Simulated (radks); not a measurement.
The strontium ion Sr+, configuration [Kr] 7p1 (not the ground configuration).

Method: scalar-relativistic Kohn-Sham, r2SCAN, spin-unpolarised, spherical densities, finite nucleus; meta-GGA in the generalised Kohn-Sham scheme; Fermi nuclear charge, rms radius 4.224 fm; computed with a radial shooting solver on a logarithmic mesh with Libxc functionals.

Energy parts (eV):
| part | energy |
|---|---|
| total | -86517.957 |
| kinetic | 88725.496 |
| electron-nucleus | -207928.260 |
| Hartree | 35544.946 |
| exchange-correlation | -2860.139 |

Orbitals (lengths in bohr, moments of r in powers of bohr; r(max) is where P^2 peaks):
orbital,occ.,eigenvalue (eV),r(max)
1s,2,-15987.68,0.02554
2s,2,-2185.759,0.1450
2p,6,-1941.174,0.1161
3s,2,-352.8993,0.4351
3p,6,-273.0742,0.4305
3d,10,-141.7837,0.3779
4s,2,-53.7861,1.191
4p,6,-34.9655,1.324
7p,1,-2.0305,17.28

The highest occupied level is 7p at -2.031 eV. Summed over all electrons, <r^2> = 313.4 bohr^2, which gives a Langevin (diamagnetic) susceptibility term of -248 x 10^-6 cm^3/mol. The electron density at the nucleus is 6.193e+04 e/bohr^3 (large components only). The density falls to 0.001 e/bohr^3 at r = 3.38 bohr.
